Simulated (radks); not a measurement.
Question: The table gives one normalised radial function P(r) = r R(r) of Si in [Ne] 3s2 3p2 (r in bohr). Method: non-relativistic Kohn-Sham, r2SCAN, spin-polarised, spherical densities, point nucleus; open shells are filled with parallel spins first; meta-GGA in the generalised Kohn-Sham scheme; computed with a radial shooting solver on a logarithmic mesh with Libxc functionals.

| r | P |
|---|---|
| 0.005916 | 0.0007 |
| 0.007582 | 0.0011 |
| 0.009715 | 0.0018 |
| 0.01245 | 0.0028 |
| 0.01608 | 0.0046 |
| 0.02061 | 0.0073 |
| 0.02641 | 0.0116 |
| 0.03384 | 0.0180 |
| 0.04372 | 0.0281 |
| 0.05602 | 0.0425 |
| 0.07179 | 0.0629 |
| 0.09273 | 0.0913 |
| 0.1188 | 0.1265 |
| 0.1523 | 0.1676 |
| 0.1951 | 0.2103 |
| 0.2521 | 0.2463 |
| 0.323 | 0.2596 |
| 0.4139 | 0.2356 |
| 0.5304 | 0.1613 |
| 0.6852 | 0.0285 |
| 0.8781 | -0.1421 |
| 1.125 | -0.3327 |
| 1.442 | -0.5077 |
| 1.863 | -0.6147 |
| 2.387 | -0.6222 |
| 3.059 | -0.5361 |
| 3.951 | -0.3806 |
| 5.063 | -0.2172 |
| 6.488 | -0.0943 |
| 8.314 | -0.0324 |

Which n and l does it have? It may be an empty orbital.

Answer: n = 3, l = 1: the number of nodes gives n - l - 1 = 1, the rise at small r (about r^(l+1)) gives l, and the extent must fit the shell. The curve is that of 3p down; the table hardly tells the two spins apart. 3p down (empty): eigenvalue -2.671 eV, 1 radial node at r = 0.717 bohr, <r> = 2.72 bohr, 90 % of the charge inside 4.26 bohr.
